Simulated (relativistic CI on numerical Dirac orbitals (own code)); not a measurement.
Computed by Dirac-Coulomb-Breit CI, KLI orbitals optimised for each configuration, QED by a radiative potential, unscaled Slater integrals (own radial code, finite nucleus).

Configuration list (outside the closed core [Ne]): 3s, 3p, 3d, 4s, 4p, 4d, 4f, 5s, 5p, 5d, 5f, 5g, 6s, 6p, 6d, 7s, 7p. Levels of other configurations are missing.

At this charge energies of transitions that change n are usually good to better than 1 %, and those within a shell (Δn = 0) to a few per cent.

Outline of the computed level scheme of Mn XV. Lowest level of each configuration: 3s 2S_1/2 at 0.000 eV; 3p 2P°_1/2 at 32.298 eV; 3d 2D_3/2 at 78.418 eV; 4s 2S_1/2 at 206.363 eV; 4p 2P°_1/2 at 219.120 eV; 4d 2D_3/2 at 236.048 eV; 4f 2F°_5/2 at 242.705 eV; 5s 2S_1/2 at 293.902 eV; 5p 2P°_1/2 at 300.178 eV.

Some strong electric-dipole decays among the lowest 15 levels: 4f 2F°_7/2 → 3d 2D_5/2 (7.7e+11 s⁻¹); 4f 2F°_5/2 → 3d 2D_3/2 (7.2e+11 s⁻¹); 4d 2D_5/2 → 3p 2P°_3/2 (3.1e+11 s⁻¹); 4d 2D_3/2 → 3p 2P°_1/2 (2.5e+11 s⁻¹); 4s 2S_1/2 → 3p 2P°_3/2 (1.7e+11 s⁻¹); 4p 2P°_1/2 → 3s 2S_1/2 (1.5e+11 s⁻¹); 4p 2P°_3/2 → 3s 2S_1/2 (1.4e+11 s⁻¹); 5p 2P°_1/2 → 3s 2S_1/2 (8.8e+10 s⁻¹).
